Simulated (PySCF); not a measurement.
H2Cl2Si, triplet, geometry from GFN2-xTB (a higher spin typed on purpose: for a closed-shell molecule this is an excited state). Base run: B3LYP/def2-SVP (PySCF).

PySCF was given this input:
```python
from pyscf import gto, scf, dft

mol = gto.Mole()
mol.atom = '''
    Si   -0.004989   -0.222946   -0.215868
    Cl    2.170841   -0.048922    0.184307
    Cl   -2.170866    0.185619    0.042426
    H     0.019535    0.859563    0.823128
    H     0.050739   -0.062167   -1.655437
'''
mol.basis = 'def2-svp'
mol.charge = 0
mol.spin = 2
mol.verbose = 4
mol.build()

mf = dft.UKS(mol)
mf.xc = 'b3lyp'
mf.kernel()
mf.analyze()
```

Each row names what was changed in the base input (with any setting that the change needs).

| change | ΔE vs base (µEh) | SCF cycles | <S^2> | outcome |
|---|---|---|---|---|
| base | 0.0 | 11 | 2.005 | converged |
| level_shift = 0.1 (with mf.max_cycle = 100) | 0.0 | 16 | 2.005 | converged |
| diis = off (with mf.max_cycle = 100) | - | 100 | - | not converged |
| level_shift = 0.3 (with mf.max_cycle = 100) | 0.0 | 30 | 2.005 | converged |
| diis_space = 4 | 0.0 | 11 | 2.005 | converged |
| init_guess = sap | 0.0 | 14 | 2.005 | converged |
| diis = off; damp = 0.3 (with mf.diis_start_cycle = 200; with mf.max_cycle = 150) | - | 150 | - | not converged |
| DIIS = EDIIS | - | 50 | - | not converged |
| level_shift = 1.0 (with mf.max_cycle = 100) | 0.0 | 77 | 2.005 | converged |
| init_guess = mod_huckel | 0.0 | 13 | 2.005 | converged |
| conv_tol_grad = 1e-3 | 0.0 | 11 | 2.005 | converged |
| conv_tol = 1e-11 | 0.0 | 14 | 2.005 | converged |
| diis_space = 20 | 0.0 | 11 | 2.005 | converged |

Open shells are given as the SCF converged; they aren't shown to be the lowest states, and a large step between rows can be another state.
